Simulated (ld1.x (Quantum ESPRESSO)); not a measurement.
What one change does to a pseudopotential (beryllium, TM)

ld1.x (Quantum ESPRESSO) 7.5 input, shortened:

```
&input
   title='Be', zed=4., rel=0, dft='PBESOL', iswitch=3,
   config='[He] 2s1 2p1'
 /
 &inputp
   pseudotype=2, tm=.true., lloc=0,
   nlcc=.true., rcore=0.90
 /
2
2P  2  1   1.00   0.00  4.20  4.20  0.0
2S  1  0   1.00   0.00  1.55  1.55  0.0
 &test
   configts(1)='2s1 2p1'
 /
```

Change: all radii but the core radius scaled by about 0.92 (s 1.42, p 3.86 bohr).

Cutoffs: the cutoffs (Ry, on a coarse ladder) from which the occupation-weighted sum of valence levels, in a spherical-Bessel basis at the reference potential, stays within 10 and 1 mRy of its value at 400 Ry; they do not see the model core or the augmentation charge, which bear on the density cutoff. Errors are all-electron minus pseudo energies relative to the spin-unpolarised reference configuration.

Problem. What does the change do?

Solution. The potential gets harder (8 Ry and 15 Ry → 8 Ry and 30 Ry); of the 5 tests that both files solve, the error grows in 0 and shrinks in 5 by more than 15 % and 0.3 meV (median size 25.1 → 19.3 meV); neither file shows a bound ghost. A smaller radius makes the pseudo-wave follow the all-electron one further in, where it bends more sharply, so more plane waves are needed. Less of the atom is replaced, so other configurations are described better.

| quantity | base | changed |
| --- | --- | --- |
| cutoff, loose | 8 Ry | 8 Ry |
| cutoff, tight | 15 Ry | 30 Ry |
| bound ghosts | none | none |
| error for 2s2 2p0, meV [ΔE -3.59 eV] | -23 | -17 |
| error for 2s1 2p0, meV [ΔE 5.86 eV] | +74 | +52 |
| error for 2s1.5 2p0, meV [ΔE 0.13 eV] | +16 | +10 |
| error for 2s0 2p2, meV [ΔE 3.62 eV] | -25 | -19 |
| error for 2s0 2p1, meV [ΔE 9.77 eV] | -67 | -51 |
